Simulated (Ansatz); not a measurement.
Species: Sn2H, charge -1, multiplicity 1. It need not be the lowest isomer of its formula. Whether it binds its extra electron was not tested at this geometry. 
Geometry from a B3LYP-D3(BJ)/def2-TZVP (Ansatz, a first-principles code) optimisation:
SMILES: [SnH]#[Sn-]
```xyz
3

Sn     0.0000     0.0000    -1.3050
Sn     0.0000     0.0000     1.2452
H      0.0000     0.0000     2.9930
```
Charge -1, spin multiplicity 1.

Basis-set convergence of Hartree-Fock and CCSD correlation energies (hartree) with Ansatz. Valence correlation only, unless marked. No spin-orbit coupling. The frozen core is the preceding noble-gas configuration, with the filled d and f shells of earlier blocks. In def2 rows, elements after Kr have scalar-relativistic effective core potentials.

The Hartree-Fock reference is unstable (checked in the largest basis), which strains HF and MP2. 

```tsv
basis	functions	E(HF)	E(corr, CCSD)
def2-SVPD	72	-427.26999	-0.19810
def2-TZVPPD	129	-427.28780	-0.22241
def2-QZVPPD	209	-427.29088	-0.23251
```

Extrapolating the two largest sets (X = 3 and 4) as X^-3: E(corr) = (64·(-0.23251) - 27·(-0.22241))/37 = -0.2399 Eh, an estimate of the basis-set limit. The largest set recovers 96.9 % of it, the smallest 82.6 %.
